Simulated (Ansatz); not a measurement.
Computed with Ansatz on PBE0-D4/def2-TZVP structures; ΔE is electronic, products minus reactants. CCSD(T)/CBS adds triple-zeta CCSD(T) − MP2 to the extrapolated MP2 energy (def2 sets, frozen cores). This one scheme is used for every species. DFT in def2-TZVPP. B3LYP here is the variant with VWN-RPA as its local correlation; programs differ in this. Each species was taken in one conformer, which may not be the lowest.

Consider the cleavage of the Si–Si bond: `O[SiH](F)[SiH2]S` + NH₃ → `N[SiH2]S` + `O[SiH2]F`.

```json
{"level": "B3LYP-D4", "ΔE (eV)": "-0.57"}
{"level": "ωB97M-V", "ΔE (eV)": "-0.65"}
```

Problem. What does CCSD(T)/CBS give? (Estimate.)

Solution. Computed: -0.62 eV. The listed levels differ from it by 0.05, -0.03 eV.

Largest T1 diagnostic among the species: 0.013.

The D4 term adds +0.08 eV with B3LYP and +0.05 eV with PBE0; it sums over pairs of atoms, weighted by their polarisabilities, and B3LYP, whose exchange is more repulsive, gets the larger term. In def2-TZVPP, CCSD(T) changes the Hartree–Fock value by +0.25 eV (the triples alone add +0.04 eV) and MP2 by +0.17 eV.
